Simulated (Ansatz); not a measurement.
(SnO)n off: r2SCAN-D4/def2-TZVP single points in Ansatz on relaxed structures, gas phase. Each cluster is the lowest isomer that a short search found in that spin, judged at the geometry's level, and lower ones may exist. Core potentials for Sn, no spin–orbit coupling. Binding counts from free atoms in the multiplicity of their measured ground term, without zero-point energy. Singlets are spin-restricted. The structures are stationary points that may keep the symmetry of their start. Remarks come from the PBE and PBE0 runs and from stability tests at other levels; not every state was tested.

| species | atoms | state | geometry | HOMO (eV) | LUMO (eV) | gap (eV) | binding per atom (eV) | lowest of the spins relaxed | point group (within 0.1 Å) | remarks |
| --- | --- | --- | --- | --- | --- | --- | --- | --- | --- | --- |
| SnO2 | 3 | singlet | B3LYP-D4/def2-TZVP | -7.43 | -4.05 | 3.38 | 2.79 | singlet, of singlet/triplet/quintet | D∞h | – |
| Sn3O4 (with an O–O bond) | 7 | singlet | r2SCAN-D4/def2-SVP | -5.94 | -2.75 | 3.19 | 3.62 | – | – | restricted SCF unstable in HF |

(1) Estimate the rows for Sn4O5 (with an O–O bond) (singlet, PBE-D4/def2-SVP geometry).

(1) 
```csv
species,atoms,state,geometry,HOMO (eV),LUMO (eV),gap (eV),binding per atom (eV),lowest of the spins relaxed,point group (within 0.1 Å)
Sn4O5 (with an O–O bond),9,singlet,PBE-D4/def2-SVP,-5.87,-2.28,3.58,3.85,–,Cs
```

The gap (eV) runs from 3.19 (Sn3O4 (with an O–O bond)) to 3.58 (Sn4O5 (with an O–O bond)). The binding per atom (eV) runs from 2.79 (SnO2) to 3.85 (Sn4O5 (with an O–O bond)).
